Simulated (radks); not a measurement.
Values are calculated unless marked as measured or tabulated.
The hafnium ion Hf18+, 54 electrons, occupied as [Kr] 4d10 4f8.

Level of theory: scalar-relativistic Kohn-Sham, exchange-only LDA, spin-polarised, spherical densities, point nucleus; open shells are filled with parallel spins first (spin-orbit coupling, left out, can overturn this in heavy ions) (a radial shooting solver on a logarithmic mesh with Libxc functionals).

Energy parts (hartree):
| part | energy |
|---|---|
| total | -14942.9600 |
| kinetic | 16386.8386 |
| electron-nucleus | -35978.1105 |
| Hartree | 4923.9603 |
| exchange | -275.6483 |

Orbitals (lengths in bohr, moments of r in powers of bohr):
orbital  occ.  eigenvalue (hartree)      <r^2>  <1/r>
1s up       1             -2413.766  0.0004955  83.77
1s down     1             -2413.767  0.0004955  83.77
2s up       1             -426.5052   0.007649  19.56
2s down     1             -426.4969   0.007649  19.56
2p up       3             -376.6421   0.006288  17.85
2p down     3             -376.6361   0.006288  17.85
3s up       1             -109.9944    0.04983  7.233
3s down     1             -109.8171    0.04974  7.241
3p up       3             -95.09703    0.05043  6.709
3p down     3             -94.91999    0.05032  6.717
3d up       5             -77.42334    0.04187  6.348
3d down     5             -77.28563    0.04174  6.356
4s up       1             -34.79444     0.2383  3.134
4s down     1             -34.48308     0.2387  3.129
4p up       3             -29.78460     0.2659  2.877
4p down     3             -29.48213     0.2666  2.871
4d up       5             -23.31730     0.2957  2.604
4d down     5             -23.02110     0.2970  2.597
4f up       7             -16.08021     0.3243  2.272
4f down     1             -15.77428     0.3284  2.263
5s up       0             -15.48111     0.9368  1.505
5s down     0             -15.29279     0.9459  1.496
5p up       0             -13.71668      1.076  1.389
5p down     0             -13.54429      1.089  1.379

The highest occupied level is 4f down at -429.24 eV. Spin moment in Bohr magnetons: 6. For comparison, the ionisation energy in NIST's Atomic Spectra Database is 481 eV (theoretical). In exact Kohn-Sham theory the highest level is minus the ionisation energy, but local and semilocal functionals leave it too shallow, through self-interaction and a potential that decays too fast; potentials with the right tail come closer. The density falls to 0.001 e/bohr^3 at r = 1.59 bohr. Summed over all electrons, <r^2> = 8.510 bohr^2, which gives a Langevin (diamagnetic) susceptibility term of -6.74 x 10^-6 cm^3/mol.
